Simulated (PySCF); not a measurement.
**Dipole response of Cd⁺ (cadmium, charge +1)**

[Kr] 4d10 5s1, 2S determinant. Computed with PySCF 2.14 in aug-cc-pVTZ-PP with one added diffuse shell each of s, p, d, f, g type with ECP28MDF (7s7p6d4f3g, 113 functions), with scalar relativity through the core potential. Coupled (time-dependent) response in atomic units; α is the mean over directions.

```json
{"method": "UHF", "mean α (bohr³)": "32.35", "C₆ (like pair)": "193.1", "S(−4)": "865.1"}
{"method": "PBE", "mean α (bohr³)": "22.22", "C₆ (like pair)": "133.9", "S(−4)": "314.8"}
{"method": "PBE0", "mean α (bohr³)": "23.80", "C₆ (like pair)": "141.9", "S(−4)": "386.7"}
```

S(−4) is the Cauchy moment in α(ω) = α(0) + S(−4) ω² + …

α(iu) at PBE:

| u (hartree) | α(iu) (bohr³) |
| --- | --- |
| 0 | 22.22 |
| 0.0500 | 21.47 |
| 0.100 | 19.58 |
| 0.200 | 15.05 |
| 0.300 | 11.60 |
| 0.500 | 7.756 |
| 0.750 | 5.460 |
| 1.00 | 4.188 |
| 1.50 | 2.775 |
| 2.00 | 1.996 |
| 3.00 | 1.172 |
| 5.00 | 0.5345 |

A single London oscillator, α(iu) = α/(1 + u²/ω²), gives C₆ = (3/4) ω α². Matching the computed C₆ needs ω = 4 × 133.9 / (3 × 22.22²) = 0.362 hartree.

For an ion, C₆ is the dispersion term alone; charge-induced terms of lower order in 1/R come first.

Energies and moments cover only the electrons outside the core potential.
